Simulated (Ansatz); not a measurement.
A nudged elastic band was laid between two geometries of C3H8O2SSi (15 atoms, charge 0, multiplicity 1).

Computed with Ansatz, RKS BLYP/6-31G.

```yaml
movable_images: 5
climbing_image: yes
spring: 5.0 eV/Å²
optimiser: quadratic models (default)
start_path: IDPP
force_threshold: 0.05 eV/Å
iteration_limit: 38
end_points: relaxed
```

First end point:

```xyz
15
Properties=species:S:1:pos:R:3
C -0.366 -2.238 -0.783
O -0.945 -0.967 -0.241
C -0.041 -0.076 0.374
S 0.732 -0.797 2.055
O 1.154 0.251 -0.461
C 1.037 1.766 -0.625
Si -0.652 1.794 0.374
H -1.222 -2.761 -1.226
H 0.393 -2.003 -1.542
H 0.080 -2.826 0.034
H -0.500 -1.067 2.654
H 0.992 2.015 -1.695
H 1.903 2.255 -0.155
H -0.685 2.525 1.692
H -1.902 2.077 -0.425
```

Last end point:

```xyz
15
Properties=species:S:1:pos:R:3
C -0.301 -2.306 -0.594
O -0.887 -1.050 -0.025
C 0.028 -0.055 0.376
S 1.138 -0.606 1.928
O 1.031 0.308 -0.670
C 0.759 1.797 -0.884
Si -0.732 1.760 0.392
H 0.302 -2.063 -1.480
H 0.320 -2.808 0.164
H -1.171 -2.917 -0.861
H 0.055 -0.927 2.749
H 0.512 1.975 -1.941
H 1.647 2.378 -0.596
H -0.604 2.567 1.660
H -2.118 1.896 -0.190
```

Problem. What changes between the two ends?

Solution. No bond is made or broken. The dihedral H9–C1–O2–C3 goes from -60 to 62°. The two ends are copies of one structure, up to a mirror image or an exchange of like atoms.

Problem. What energy profile does the band end with?

Solution. The run converged. The highest image is number 3 of 0 to 6, 0.060 eV above the ends, which have the same energy within 2 meV. A vibrational analysis at the climbing image gives one clearly imaginary mode, 163i cm⁻¹: a first-order saddle point. Limits of this set-up: no polarisation functions.

```csv
image,path coordinate (Å),energy (eV),dihedral H9–C1–O2–C3 (°)
0,0.00,0.000,-60
1,0.62,0.011,-42
2,1.23,0.040,-22
3,1.85,0.060,1
4,2.45,0.042,24
5,3.06,0.011,45
6,3.66,0.000,62
```

Problem. What is the geometry of the highest image?

Solution. 
```xyz
15
Properties=species:S:1:pos:R:3
C -0.303 -2.307 -0.615
O -0.880 -1.039 -0.054
C 0.029 -0.051 0.370
S 1.139 -0.631 1.910
O 1.038 0.335 -0.664
C 0.761 1.826 -0.854
Si -0.736 1.760 0.413
H -0.668 -2.396 -1.648
H 0.794 -2.279 -0.597
H -0.678 -3.140 -0.004
H 0.057 -1.006 2.710
H 0.520 2.022 -1.909
H 1.644 2.407 -0.551
H -0.618 2.544 1.696
H -2.121 1.903 -0.173
```

Problem. What are the harmonic wavenumbers there?

Solution. 163i, 43, 119, 150, 203, 260, 271, 326, 349, 458, 468, 516, 589, 631, 700, 746, 754, 826, 840, 855, 890, 896, 1066, 1099, 1106, 1157, 1217, 1441, 1474, 1477, 1497, 2108, 2143, 2389, 2999, 3013, 3075, 3087, 3110 cm⁻¹.

Time of the run: 2.3 min on 1 thread of Arm Neoverse V2 (shared host), peak memory 0.16 GiB.
